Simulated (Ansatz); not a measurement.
Ansatz (a first-principles code) input (PBE0/aug-cc-pVTZ): A basis named .json is the Basis Set Exchange file of that set (core-valence sets with the plain set on hydrogen).

Ansatz 0.2 input:
```yaml
crystal:
  periodic: [false, false, false]
  atoms:
    - {symbol: H, position_ang: [0.00000000, 0.00000000, 0.00000000]}
basis:
  gaussian:
    orbitals: aug-cc-pVTZ
    fitting: {mean_field: cc-pVQZ-JKFIT.json}
hamiltonian:
  xc: {name: PBE0}
magnetization: {spin_polarized: true, initial_magnetization: 1}
scf: {lower_state_search: full}
```

Output:

```
Functional definition: PBE0
integrals: 0.00 GiB planned
51 factors; integrals over basis functions are off by at most 7.2e-1 eV
mean field: 0.04 GiB planned
mean field evaluation 1: about -13.6359 eV, gradient 2.3e-1 eV
mean field evaluation 2: about -13.6359 eV, gradient 2.3e-1 eV
mean field evaluation 4: about -13.6369 eV, gradient 1.6e-3 eV
mean field evaluation 8: about -13.6369 eV, gradient 4.2e-6 eV
mean field evaluation 16: about -13.6369 eV, gradient 2.8e-4 eV
mean field -13.63690993 eV, -0.5011471965 hartree, gradient 4.2e-6 eV, S^2 0.750000; 2 other end points of the search recorded, 0 dependent functions left out
reference -13.63695086 eV, -0.5011487007 hartree; 1, 0 occupied and 22, 23 virtual orbitals, 51 factors
Total energy: -13.63695086 eV, -0.5011487007 hartree
```
